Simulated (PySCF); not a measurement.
# Fractional electron number in Cr⁻ (chromium, charge -1)

The 4s beta orbital of [Ar] 3d5 4s2 is emptied in steps (occupation f), with all orbitals relaxed, ending at [Ar] 3d5 4s1. Calculation: PySCF 2.14, in aug-cc-pVDZ (7s6p4d2f, 59 functions); the non-relativistic Hamiltonian (point nucleus). The exact energy is a straight line in f; departures are measured from the line between the end points of the same method.

```csv
f,UHF (eV),LDA (eV),PBE (eV)
1,0.000,0.000,0.000
0.75,0.005,-0.351,-0.317
0.5,0.006,-0.483,-0.430
0.25,0.004,-0.372,-0.321
0,0.000,0.000,0.000
```

| method | E(f=0) − E(f=1) (eV) | −ε at f=1 (eV) | −ε at f=0.5 (eV) |
| --- | --- | --- | --- |
| UHF | -0.282 | -0.251 | -0.284 |
| LDA | 0.696 | -1.099 | 0.638 |
| PBE | 0.453 | -1.186 | 0.434 |

Orbital energy along the path (eV):

```csv
f,UHF,LDA,PBE
1,0.251,1.099,1.186
0.75,0.271,0.291,0.422
0.5,0.284,-0.638,-0.434
0.25,0.295,-1.658,-1.348
0,0.303,-2.603,-1.216
```

As f goes to zero the orbital energy of a semilocal functional can turn back, because the density of that orbital vanishes from the exchange-correlation potential.

At f = 1 the orbital energy is positive for UHF, LDA, PBE: only the finite basis holds the electron.

Reference removal energy between the ground levels: 0.676 eV (measured; photodetachment measurements, as compiled on the Wikipedia data page of electron affinities). UHF lacks correlation.
